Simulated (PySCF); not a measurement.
**Ionisation energy of Cu by level of theory**

Cu [Ar] 3d10 4s1 (2S) → Cu⁺ [Ar] 3d10 (1S), as a difference of total energies. Calculation: PySCF 2.14, in x2c-TZVPPall with one added diffuse shell each of s, p, d, f type (7s6p5d3f1g, 80 functions); scalar relativity by spin-free X2C-1e. Correlated levels: valence and next inner shell: [Ne] frozen. The calculations carry no spin-orbit coupling.

```
                                method  ionisation energy (eV)
                                   UHF                   6.598
    MP2 (valence and next inner shell)                   7.733
SCS-MP2 (valence and next inner shell)                   7.542
   CCSD (valence and next inner shell)                   7.526
CCSD(T) (valence and next inner shell)                   7.688
```

Question: How much does correlation contribute at CCSD(T) (valence and next inner shell)?

Answer: 7.688 − (6.598) = 1.090 eV, measured against UHF.

Errors of the correlated levels include the incompleteness of this basis and the frozen core.

For comparison: 7.726 eV (measured; NIST Atomic Spectra Database, ionization energies).
